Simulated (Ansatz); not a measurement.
```yaml
crystal:
  periodic: [false, false, false]
  atoms:
    - {symbol: N, position_ang: [-1.215076, 1.116278, -0.263464]}
    - {symbol: W, position_ang: [0.266914, -0.099667, -0.547849]}
    - {symbol: N, position_ang: [0.728933, -1.048585, 1.077506]}
    - {symbol: O, position_ang: [-0.253505, -1.264055, -1.672834]}
    - {symbol: S, position_ang: [1.970775, 1.039065, -1.179899]}
    - {symbol: H, position_ang: [-2.174711, 0.873803, -0.456546]}
    - {symbol: H, position_ang: [-1.116071, 2.085195, -0.003476]}
    - {symbol: H, position_ang: [0.375797, -1.966137, 1.301937]}
    - {symbol: H, position_ang: [1.416945, -0.735896, 1.744634]}
basis:
  gaussian: {orbitals: cc-pVTZ-PP, nuclear_model: gaussian}
hamiltonian: {xc: {name: B3LYP}, dispersion: d3bj}
output: {forces: true}
```

```sh
$ ansatz run in.yaml --threads 4 --pin off --events-out ev --progress --plain --max-ram 10444MiB
```

Output, abridged:

```
Functional definition: B3LYP
Error: <dir> the basis set cc-pVTZ-PP has no functions for N
```

Q: Something in this input is off. What?

A: The basis set is misnamed or doesn't suit the job. The input was rejected before any iteration.

B3LYP here is the variant with VWN-RPA as its local correlation; programs differ in this.
